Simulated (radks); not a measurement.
The numbers below are computed, except where a source is named.
Task: The mean radii <r> (bohr) of the occupied orbitals of an atom or ion are listed with their occupations. Level of theory: Dirac Kohn-Sham, BLYP, spin-unpolarised, spherical densities, point nucleus (a radial shooting solver on a logarithmic mesh with Libxc functionals).

orbital  occ.      <r>
1s1/2       2  0.01713
2s1/2       2  0.07068
2p1/2       2  0.05815
2p3/2       4  0.06625
3s1/2       2   0.1706

Name the element and its charge. Open shells, if any, fill j = l - 1/2 first.

Result: Z = 78, platinum, charge +66: Pt66+ in [Ne] 3s2. The 1s radius gives Z: for a bare nucleus <r> = (2 gamma + 1)/(2Z) with gamma = sqrt(1 - (Z/c)^2), 0.01695 bohr for Z = 78, and screening makes it slightly larger (0.01713 here). The occupations add up to 12, and the charge is Z minus that.
